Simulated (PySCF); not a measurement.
Spinor energies of Al¹²⁺ (aluminium, charge +12)

Start: 1s1; 1s1/2 filled at m_j = +1/2. Calculated with PySCF 2.14 in an even-tempered Gaussian basis (15 s from 8 bohr⁻², ratio 2.4; 8 p from 10 bohr⁻², ratio 2.4; 3 d from 30 bohr⁻², ratio 2.6; 3 f from 46 bohr⁻², ratio 2.6): generalised Hartree-Fock with the X2C-1e Hamiltonian and a Gaussian nucleus; one run each with spin-orbit coupling (SO) switched off, then screened by Boettger's factors.

```csv
spinor shell,electrons,"ε, spin-free (eV)","ε, screened SO (eV)",weight of nominal j (screened SO),"rms radius, screened SO (bohr)"
1s1/2,1,-2304.6,-2304.6,1.000,0.133
```

```tsv
quantity	spin-free	screened SO
E (hartree)	-84.69082	-84.69082
M_J	1/2	1/2
⟨J²⟩	0.750	0.750
⟨L²⟩	0.000	0.000
⟨S²⟩	0.750	0.750
```

Without spin-orbit coupling the j labels of p, d and f shells carry no meaning; the spin-free column gives the mean over the occupied spinors of each nl shell.
